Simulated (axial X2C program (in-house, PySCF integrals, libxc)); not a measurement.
Potential curves of AuH⁻, two-component

Computed with an axial X2C code built on PySCF integrals. Two-component (2c) means X2C with spin–orbit coupling and atomic mean-field two-electron Coulomb and Gaunt terms. Basis: Au dyall-acv3z [14s15p10d6f4g], H dyall-av3z [7s3p2d] (cores contracted in-house); Gaussian nuclei, density fitting, unrestricted open shells. Masses: Au 196.967 u, H 1.008 u.

State: Ω = 1/2 (⟨Sz⟩ = 0.49, ⟨Lz⟩ = 0.01 at PBE0). Energies in kJ/mol from the fragments at the same level (Au- + H). Fits are polynomials in 1 − R0/R over 0.85 to 1.23 times the lowest point R0.

| R (Å) | PBE0 |
| --- | --- |
| 1.4085 | -133.35 |
| 1.4733 | -154.70 |
| 1.5219 | -163.94 |
| 1.5704 | -168.74 |
| 1.6190 | -170.09 |
| 1.6757 | -168.36 |
| 1.7323 | -164.02 |
| 1.8052 | -155.79 |
| 1.8942 | -143.37 |
| 2.0238 | -123.48 |

The state is one determinant whose occupation by symmetry is held fixed; it was picked as the lowest of a PBE0 search that is not exhaustive. Dissociation energies refer to the lowest single-determinant-based atoms at the same level and basis. Density functionals use the spin component along the axis (collinear). The highest occupied level of some functionals is positive through self-interaction error; at Hartree–Fock it is bound.

Task: Fit the PBE0 curve near its minimum: give the equilibrium distance, the harmonic wavenumber and the well depth.

Result: At PBE0, 2c: Re = 1.617 Å, ωe ≈ 1780 cm⁻¹, De = 1.76 eV to Au- + H; Be follows as 6.43 cm⁻¹.
